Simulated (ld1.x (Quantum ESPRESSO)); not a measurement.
# Au, TM: configuration errors across variants

```
Element                 : Au
Generator               : ld1.x (Quantum ESPRESSO) 7.5
Type                    : norm-conserving Troullier–Martins (Kleinman–Bylander form)
Functional              : LDA (PZ)
Relativity              : scalar-relativistic
Frozen core             : [Xe] 4f14
Valence charge          : 11
Reference configuration : 5d10 6s0.5 6p0.5
Partial waves           : 6p (bound): rc 3.20 bohr; 5d (bound): rc 1.30 bohr; 6s (bound): rc 2.10 bohr
Local potential         : the s channel
Core correction         : Bessel-smoothed model core, default radius (core density twice the valence density)
```

All-electron excitation energies from the reference (eV): (1) 5d10 6s1 6p0 -2.640; (2) 5d10 6s0 6p0 7.134; (3) 5d9 6s0 6p0 28.635; (4) 5d9 6s2 6p0 -1.039; (5) 5d9 6s1 6p0 9.734; (6) 5d10 6s0.5 6p0 1.307; (7) 5d7 6s0 6p0 110.800; (8) 5d10 6s0.5 6p0.5 spin -0.110; (9) 5d10 6s1 6p0 spin -2.774.

Spin tests fill each open shell by Hund’s rule, majority spin first.

The default core radius of the base comes out at 1.02 bohr.

6 further variants failed, have other tests or another functional or relativity, and are left out.

Errors AE − PS in meV (a dash: test not solved or not reliable):

```csv
change,(1),(2),(3),(4),(5),(6),(7),(8),(9),bound ghosts
base,+0.1,-9.7,-66,-74,-53,-1.5,-983,0.0,-0.1,none
"all radii but the core radius scaled by about 1.37 (s 2.88, p 4.40, d 1.78 bohr)",+2.1,-11,-91,-35,-37,-2.0,-1110,-1.9,-0.9,none
wave 6p (bound): rc 3.20 bohr becomes 6p (bound): rc 3.26 bohr,+0.1,-9.7,-67,-75,-54,-1.5,-986,0.0,-0.1,none
wave 6s (bound): rc 2.10 bohr becomes 6s (bound): rc 1.54 bohr,+0.2,-7.4,-52,-31,+4.6,-1.6,-810,+0.3,+1.1,none
core correction Bessel-smoothed model core inside 0.78 bohr,+0.1,-9.7,-66,-74,-53,-1.5,-984,0.0,-0.1,none
```

Question: Give the same row for: wave 5d (bound): rc 1.30 bohr becomes 5d (bound): rc 1.06 bohr.

Answer: +0.1, -9.7, -64, -74, -52, -1.5, -980, 0.0, -0.1; bound ghosts: none.
